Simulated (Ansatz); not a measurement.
C4H11B (`CCBCC`) at its PBE0-D4/def2-TZVP geometry, where that method's forces vanish. Total charge 0; spin multiplicity 1.

```xyz
16

C     2.1769   -0.0249    1.5102
C     0.6776    0.0979    1.2676
B     0.1829    0.0931   -0.2103
C    -1.2509   -0.3711   -0.6072
C    -1.8409    0.1820   -1.8985
H     2.7304    0.7156    0.9278
H     2.4377    0.1133    2.5625
H     2.5443   -1.0097    1.2103
H     0.1130   -0.6104    1.8860
H     0.3321    1.0891    1.6179
H     0.9370    0.4617   -1.0772
H    -1.1146   -1.4647   -0.7074
H    -1.9536   -0.2709    0.2290
H    -1.1565    0.0339   -2.7373
H    -2.0235    1.2568   -1.8187
H    -2.7919   -0.2918   -2.1545
```

(1) What forces (eV/Å) does PBE-D4/def2-TZVPP give on these atoms in the Gaussian-basis code of Ansatz? (An estimate is asked.)

## Answers

(1) Computed: 
```
C1   0.023  0.010  0.030
C2  -0.003 -0.053 -0.163
B3  -0.033 -0.017  0.039
C4   0.125  0.113  0.020
C5  -0.028 -0.012 -0.023
H6   0.118  0.140 -0.112
H7   0.070  0.024  0.209
H8   0.077 -0.188 -0.056
H9  -0.130 -0.126  0.137
H10 -0.081  0.189  0.075
H11  0.084  0.040 -0.097
H12  0.023 -0.217 -0.006
H13 -0.142 -0.004  0.175
H14  0.128 -0.021 -0.170
H15 -0.038  0.207  0.009
H16 -0.194 -0.085 -0.066
```
